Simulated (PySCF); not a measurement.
A calculated (UHF, PySCF 2.14, def2-SVP, no relativity, point nucleus) atom or ion has these occupied shells.

```csv
shell,electrons,orbital energy (eV),"rms radius, mean of both spins (bohr)"
1s α,1,-2514.8,0.113
1s β,1,-2514.0,0.113
2s α,1,-257.07,0.518
2s β,1,-256.22,0.518
2p α,3,-194.31,0.492
2p β,3,-192.81,0.492
3s α,1,-38.461,1.79
3s β,1,-29.224,1.79
3p α,3,-23.510,2.08
```

(1) Name the element and its charge.

Answers

(1) S⁺ (sulfur, charge +1), in [Ne] 3s2 3p3, high-spin 4S determinant.
